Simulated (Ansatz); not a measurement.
Ansatz (a first-principles code) input (CCSD(T)/aug-cc-pV(D+d)Z):
A basis named .json is the Basis Set Exchange file of that set.

Ansatz 0.2 input:
```yaml
crystal:
  periodic: [false, false, false]
  atoms:
    - {symbol: Si, position_ang: [1.50046285, 0.68430270, 0.00228477]}
    - {symbol: C, position_ang: [0.33424233, -0.78273079, -0.14587865]}
    - {symbol: Si, position_ang: [-1.48186652, -0.32383711, 0.05284199]}
    - {symbol: H, position_ang: [1.21581750, 1.69634556, -1.05012158]}
    - {symbol: H, position_ang: [1.38288233, 1.32204068, 1.34104461]}
    - {symbol: H, position_ang: [0.59286533, -1.52715795, 0.61201632]}
    - {symbol: H, position_ang: [0.47171270, -1.25571829, -1.12201755]}
    - {symbol: H, position_ang: [-1.87323708, 0.65442861, -0.98867495]}
    - {symbol: H, position_ang: [-1.70735597, 0.28277585, 1.38554882]}
    - {symbol: H, position_ang: [-2.34848746, -1.52284793, -0.07429836]}
basis:
  gaussian:
    orbitals: aug-cc-pV_D+d_Z.json
magnetization: {spin_polarized: true, initial_magnetization: 1}
correlation: {method: ccsd_t, electrons: outside_noble_gas}
output: {forces: true}
```

End of the output:

```
integrals: 0.72 GiB planned
1517 factors; integrals over basis functions are off by at most 8.0e-4 eV
mean field: 0.72 GiB planned
mean field evaluation 1: about -16862.0492 eV, gradient 2.1e1 eV
mean field evaluation 2: about -16862.0491 eV, gradient 2.1e1 eV
mean field evaluation 4: about -16865.0682 eV, gradient 2.6e0 eV
mean field evaluation 8: about -16865.1621 eV, gradient 9.9e-4 eV
mean field evaluation 16: about -16865.1614 eV, gradient 1.7e-1 eV
mean field evaluation 32: about -16860.1502 eV, gradient 6.9e-2 eV
mean field -16865.16214728 eV, -619.7832772952 hartree, gradient 1.3e-6 eV, S^2 0.754349; 0 other end points of the search recorded, 0 dependent functions left out
11 core orbitals not correlated
reference -16865.16214728 eV, -619.7832772952 hartree; 10, 9 occupied and 129, 130 virtual orbitals, 1517 factors
densities: 4.70 GiB planned
second order -9.60595405 eV of doubles, -0.00000000 eV of singles
coupled cluster: 2.56 GiB planned
cycle   1  -10.73184834 eV  change    -1.1e0 eV  update   8.4e-2
cycle   2  -11.16486538 eV  change   -4.3e-1 eV  update   2.8e-2
cycle   3  -11.20358235 eV  change   -3.9e-2 eV  update   9.8e-3
cycle   4  -11.20006134 eV  change    3.5e-3 eV  update   3.9e-3
cycle   5  -11.19938747 eV  change    6.7e-4 eV  update   1.4e-3
cycle   6  -11.19928257 eV  change    1.0e-4 eV  update   5.6e-4
cycle   7  -11.19937691 eV  change   -9.4e-5 eV  update   2.0e-4
cycle   8  -11.19944502 eV  change   -6.8e-5 eV  update   7.1e-5
cycle   9  -11.19944447 eV  change    5.5e-7 eV  update   2.4e-5
cycle  10  -11.19944056 eV  change    3.9e-6 eV  update   9.0e-6
cycle  11  -11.19944250 eV  change   -1.9e-6 eV  update   4.0e-6
cycle  12  -11.19944206 eV  change    4.4e-7 eV  update   1.9e-6
perturbative correction -0.34351320 eV, -0.0126238773 hartree
the calculation of the forces begins
Total energy: -16876.70510254 eV, -620.2074730769 hartree
Atom 0 at     1.500463     0.684303     0.002285 Å, force     0.235303     0.155189     0.007853 eV/Å
Atom 1 at     0.334242    -0.782731    -0.145879 Å, force    -0.094995     0.213006     0.039980 eV/Å
Atom 2 at    -1.481867    -0.323837     0.052842 Å, force    -0.203430     0.014785     0.016528 eV/Å
Atom 3 at     1.215817     1.696346    -1.050122 Å, force    -0.010765     0.087463    -0.097593 eV/Å
Atom 4 at     1.382882     1.322041     1.341045 Å, force     0.004443     0.053389     0.120083 eV/Å
Atom 5 at     0.592865    -1.527158     0.612016 Å, force     0.128502    -0.357163     0.356520 eV/Å
Atom 6 at     0.471713    -1.255718    -1.122018 Å, force     0.071298    -0.228998    -0.462235 eV/Å
Atom 7 at    -1.873237     0.654429    -0.988675 Å, force    -0.037041     0.102512    -0.109824 eV/Å
Atom 8 at    -1.707356     0.282776     1.385549 Å, force    -0.019603     0.063443     0.139760 eV/Å
Atom 9 at    -2.348487    -1.522848    -0.074298 Å, force    -0.073710    -0.103626    -0.011071 eV/Å
Dipole moment:     0.027813    -0.176674    -0.029599 e Å
```

It need not be the lowest isomer of its formula.
